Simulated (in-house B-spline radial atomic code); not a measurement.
Radial electron density of Zr IV (Zr3+), [Kr] 4d1. Level of theory: scalar-relativistic (X2C) RPBE, spin-polarised, spherical fractional occupations, Fermi nucleus of rms radius 4.2694 fm; calculated with a B-spline radial code for spherical atoms.

One-electron X2C: radii and densities carry no picture-change correction, so inner-shell <1/r> comes out high (for 1s by about 2 % at Z = 33, 5 % at 54, 10 % at 75, 30 % at 118) and <r> low.

Columns: r (bohr), 4πr²n(r) (electrons per bohr), bar.

```
 0.00137    1.627 #
 0.00167    2.261 ##
 0.00205    3.165 ##
  0.0025    4.357 ###
 0.00306    5.991 ####
 0.00374    8.144 ######
 0.00458    10.98 ########
  0.0056    14.57 ##########
 0.00684    18.98 ##############
 0.00837    24.29 #################
  0.0102    30.16 ######################
  0.0125    36.54 ##########################
  0.0153    42.57 ##############################
  0.0187     47.4 ##################################
  0.0229    50.17 ####################################
   0.028     50.2 ####################################
  0.0342    47.75 ##################################
  0.0419    44.17 ################################
  0.0512    42.06 ##############################
  0.0626    43.82 ###############################
  0.0766    50.01 ####################################
  0.0937    57.75 #########################################
   0.115    61.61 ############################################
    0.14    57.57 #########################################
   0.171    47.41 ##################################
    0.21    38.41 ###########################
   0.256    37.73 ###########################
   0.313     43.2 ###############################
   0.383    45.56 #################################
   0.469    38.28 ###########################
   0.573    25.03 ##################
   0.701    14.13 ##########
   0.858    9.806 #######
    1.05    9.304 #######
    1.28    8.305 ######
    1.57    5.608 ####
    1.92    2.785 ##
    2.35     1.03 #
    2.87   0.3057 
    3.51  0.07471 
    4.29  0.01442 
    5.25 0.001822 
    6.42 0.0001304
```

On this grid the curve has 3 maxima, near 0.028, 0.115, 0.383 bohr.

The 4p up radial function P(r) = rR(r), positive near the nucleus:

```
r (bohr)         P
 0.00167  0.001105
  0.0025   0.00224
 0.00374  0.004564
  0.0056  0.009307
 0.00837   0.01875
  0.0125   0.03697
  0.0187   0.07059
   0.028    0.1273
  0.0419    0.2089
  0.0626    0.2934
  0.0937    0.3113
    0.14    0.1543
    0.21   -0.2028
   0.313   -0.4916
   0.469   -0.2885
   0.701    0.4078
    1.05    0.9492
    1.57    0.8074
    2.35    0.3211
    3.51   0.05419
    5.25  0.002639
```
